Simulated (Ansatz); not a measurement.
Geometry optimisation, Ansatz, RKS PBE-D4/def2-SVP.

Input:

```yaml
crystal:
  periodic: [false, false, false]
  atoms:
    - { symbol: B, position_ang: [-0.69044, 1.01833, -1.22132] }
    - { symbol: C, position_ang: [0.33994, 0.69755, -0.29053] }
    - { symbol: Sn, position_ang: [2.20122, 1.92503, 0.05674] }
    - { symbol: H, position_ang: [-0.75224, 0.61578, -2.31632] }
    - { symbol: H, position_ang: [-1.64655, 1.62156, -0.9219] }
    - { symbol: H, position_ang: [0.39295, -0.15972, 0.36979] }
    - { symbol: H, position_ang: [1.98983, 2.27688, 1.66437] }
    - { symbol: H, position_ang: [2.0903, 3.19183, -1.00209] }
    - { symbol: H, position_ang: [3.35326, 0.77531, -0.27308] }
total_charge: 1
basis:
  gaussian: { orbitals: def2-SVP }
hamiltonian:
  xc: pbe
  dispersion: d4
relax:
  f_tol: 0.015
  max_steps: 40
```

Command:

```bash
$ ansatz run input.yaml --threads 1 --pin off --max-ram 2048MiB --backend cpu --events-out ev --progress --plain --runs-dir out
```

Task: Where does it end, and by what steps?

Result: The forces met the threshold. The force dipped under the threshold on the way, but the program's further checks kept it going. Limits of this set-up: the dipole of an ion depends on the origin. After 34 steps the energy has fallen by 1.760 eV; H5 moved furthest, 1.46 Å. Parted: B1–H5. Joined: C2–H5.

```
step  energy less start (eV)  largest force component (eV/Å)  accepted
   0                  0.0000                           1.411       yes
   2                 -0.1931                           0.393       yes
   4                 -0.2092                           0.072       yes
   6                 -0.2023                           0.358        no
   8                 -0.2110                           0.026       yes
  10                 -0.2113                           0.036       yes
  12                 -0.2123                           0.158       yes
  14                 -0.2254                           0.288       yes
  16                 -0.4326                           1.227       yes
  18                 -1.3105                           1.630       yes
  20                 -1.4772                           0.673       yes
  22                 -1.6332                           0.738       yes
  24                 -1.7565                           0.103       yes
  26                 -1.7593                           0.018       yes
  28                 -1.7594                           0.070       yes
  30                 -1.7596                           0.011       yes
  32                 -1.7597                           0.023       yes
  34                 -1.7597                           0.011       yes
```

```xyz
9
Properties=species:S:1:pos:R:3
B -0.228 0.697 -1.572
C -0.170 0.881 -0.161
Sn 1.986 1.943 -0.080
H -0.196 0.580 -2.763
H -0.843 1.639 0.295
H -0.035 -0.019 0.476
H 1.953 2.178 1.613
H 1.778 3.330 -1.060
H 3.034 0.732 -0.681
```

Whether the end is a true minimum wasn't checked by a vibrational analysis.

Run time: 89 s on 1 CPU thread of a shared host.
